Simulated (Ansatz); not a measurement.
Ideal-gas functions of `OB(O)S` at 800 K and 1 bar, from an Ansatz frequency run at PBE0-D4/def2-TZVP.

Molar mass 77.9 g/mol, point group Cs (symmetry number 1), electronic degeneracy 1, moments of inertia 50.774, 111.789, 162.563 u Å². Harmonic wavenumbers (cm⁻¹, unscaled): 224, 307, 391, 459, 493, 605, 639, 840, 988, 1009, 1299, 1445, 2722, 3876, 3927.

Use S(trans) = R[1.5 ln M + 2.5 ln T − 1.1517]; rotational temperatures θ = 24.2544 K / I; S(rot) = R[ln(√π/σ · √(T³/θAθBθC)) + 1.5]; for each mode x = 1.438777 ν̃/T, S = R[x/(eˣ − 1) − ln(1 − e⁻ˣ)] and H = RT x/(eˣ − 1); 1 cm⁻¹ = 0.0119627 kJ/mol; R = 8.31446 J/(mol·K).

**Question.** By hand: the entropy, in J/(mol·K).

**Answer.** Translation 183.7. Rotation: θ = 0.4777, 0.217, 0.1492 K, giving 117.9. Vibration, mode by mode: 15.93, 13.36, 11.41, 10.14, 9.58, 8.01, 7.60, 5.63, 4.55, 4.41, 2.92, 2.38, 0.37, 0.06, 0.06, in all 96.4. Electronic 0.0. Sum 398.0 J/(mol·K).

**Question.** By hand: H − E and G − E in kJ/mol, counted from the electronic energy.

**Answer.** Zero-point energy ½ × 19224 × 0.0119627 = 115.0; thermal vibration 41.6; translation, rotation and pV give 4 RT = 26.6. H − E = 183.2 kJ/mol, and G − E = 183.2 − 800 × 398.0/1000 = -135.2 kJ/mol.

Vibration gives 24 % of the entropy. The sum counts one conformer and one mirror image; others add a mixing term.
